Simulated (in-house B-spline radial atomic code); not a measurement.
RPA and G0W0 on r2SCAN0: the xenon ion Xe⁸⁺

Configuration [Kr] 4d10, mean-field start r2SCAN0. Computed with a B-spline radial code for spherical atoms: all electrons, non-relativistic, point nucleus, each spin shell either full or empty, empty states to l = 9 with an (l + 1/2)⁻⁴ tail; G0W0 by contour deformation at full frequency.

Without relativity these are model numbers: it shifts the levels of so heavy an element strongly and can reorder them.

Command:
```bash
python run_gw.py task.json out
```
Settings (radii: box in bohr, nucleus in fm):
```
Z                        54
electrons                46
configuration            [Kr] 4d10
hamiltonian              nr
method                   r2scan0
lmax                     9
spin_polarised           False
box_radius               7.7
intervals                51
```

Run time, properties included: 2.9 s on 1 thread of Arm Neoverse N1, with other jobs on the host.

Energies (hartree):

```tsv
term	value
mean-field total	-7219.54536
Hartree-Fock functional on these orbitals	-7217.14244
direct second order	-3.924
second-order exchange	1.0806
SOSEX correction	1.0238
```

(1) What is the RPA correlation energy, and what remains with SOSEX?

Quasi-particle levels (eV):

```tsv
level	occupied	mean field	Σx - vxc	Σc	QP weight	G0W0
4d	yes	-173.54	-8.63	?	?	?
5s	no	-106.00	5.59	-2.09	0.987	-102.50
```

G0W0 = mean field + (Σx - vxc) + Σc, with Σc (partial-wave tail included) taken at the quasi-particle energy. Only the outer levels were computed. Levels of low weight are left out.

(2) Where does G0W0 put 4d?

Answers

(1) RPA gives -3.5474 hartree (-2.1 eV per electron); RPA + SOSEX gives -2.5236, and the second-order doubles -2.8435 hartree (no singles). SOSEX takes back 29 % of the RPA value.

(2) At -182.17 eV, with Σc = -0.01 eV and a quasi-particle weight of 0.972. The tabulated removal energy is 179.84 ± 0.12 eV (NIST, measured); the calculation leaves out relativity, Breit and QED terms, and what these don't explain is the method's own error.
